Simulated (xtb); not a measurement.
A geometry relaxed with GFN2-xTB run with xtb 6.7.1, charge 0, multiplicity 1:

```xyz
9

H     -1.1486    -0.3665    -1.0884
H     -0.7937    -1.3828     0.3100
C      1.4489    -0.0222    -0.3837
H     -1.8169     0.0466     0.4950
C     -0.9484    -0.3578    -0.0193
H      0.1271     1.5266    -0.0425
N      2.3640    -0.4442    -0.9231
H      0.4839     0.5046     1.3637
C      0.2838     0.4957     0.2883
```

**Question.** Write the SMILES of this molecule.

**Answer.** `CCC#N`
